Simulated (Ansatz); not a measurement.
Isolated molecules relaxed with PBE0-D4/def2-TZVP in Ansatz; ΔE leaves out vibrations. CBS: MP2 limit from def2 TZ/QZ plus the TZ coupled-cluster correction, frozen cores. Functionals use def2-TZVPP. For V outer-core shells are correlated without core-valence functions, which leaves a few kJ/mol of doubt a bond. Scalar relativity is left out up to krypton. Each species was taken in one conformer, which may not be the lowest.

Reaction (redistribution): `C[SiH2][SiH2]N` + `C[O][V](=[O])([OH])[F]` → `CO[SiH2][SiH2]N` + `[CH3][V](=[O])([OH])[F]`

CCSD(T)/CBS gives +58.6 kJ/mol.

Question: Another level gave +68.4 kJ/mol. Which?
A. CCSD/def2-TZVPP
B. PBE0-D4/def2-TZVPP
C. HF/def2-TZVPP
D. r2SCAN/def2-TZVPP

Answer: B. PBE0-D4 68.4, HF/def2-TZVPP 32.4, CCSD/def2-TZVPP 47.4, r2SCAN 77.4 kJ/mol.

Largest T1 diagnostic among the species: 0.031, so the coupled-cluster value is less sure than usual.

From PBE to PBE0 (25 % exact exchange), in def2-TZVPP and without D4, ΔE moves by −12.6 kJ/mol. In def2-TZVPP, CCSD(T) changes the Hartree–Fock value by +29.4 kJ/mol (the triples alone add +14.4 kJ/mol) and MP2 by +47.5 kJ/mol.

CCSD(T)/CBS has its own doubt, a few kJ/mol and more with outer-core shells, so smaller differences from it don't rank the levels.
